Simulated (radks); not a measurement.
The nitrogen anion N2-, [He] 2s2 2p5, held by a Watson sphere: a shell of charge +2 at radius R that stands for the Madelung well of a crystal (potential energy -2/R inside, -2/r outside, in hartree with lengths in bohr). All-electron calculation, non-relativistic Kohn-Sham, LB94 model potential, spin-polarised, spherical densities, point nucleus; open shells are filled with parallel spins first. Program: a radial shooting solver on a logarithmic mesh with Libxc functionals. Response by self-consistent Sternheimer equations with the Hartree and adiabatic LDA kernel. The sphere does not respond.

\begin{tabular}{lrrrrrrr}
R (bohr) & e(2s down) (eV) & e(2p up) (eV) & e(2p down) (eV) & <r> 2p (bohr) & sum of <r^2> (bohr^2) & X-ray form factor at sin(theta)/lambda = 0.2 1/angstrom & alpha (bohr^3) \\ \hline
1.68 & -23.683 & -13.558 & -12.729 & 1.575 & 20.53 & 5.252 & 11.80 \\
1.78 & -23.139 & -13.122 & -12.311 & 1.606 & 21.28 & 5.186 & 12.90 \\
2.13 & -21.408 & -11.698 & -10.933 & 1.707 & 23.80 & 5.000 & 17.50 \\
2.19 & -21.139 & -11.470 & -10.711 & 1.723 & 24.22 & 4.974 & 18.42 \\
2.61 & -19.471 & -10.010 & -9.283 & 1.830 & 27.06 & 4.839 & 26.06 \\
3.03 & -18.127 & -8.773 & -8.063 & 1.929 & 29.76 & 4.762 & 36.25 \\
3.44 & -17.063 & -7.755 & -7.053 & 2.019 & 32.33 & 4.721 & 49.26 \\
\end{tabular}
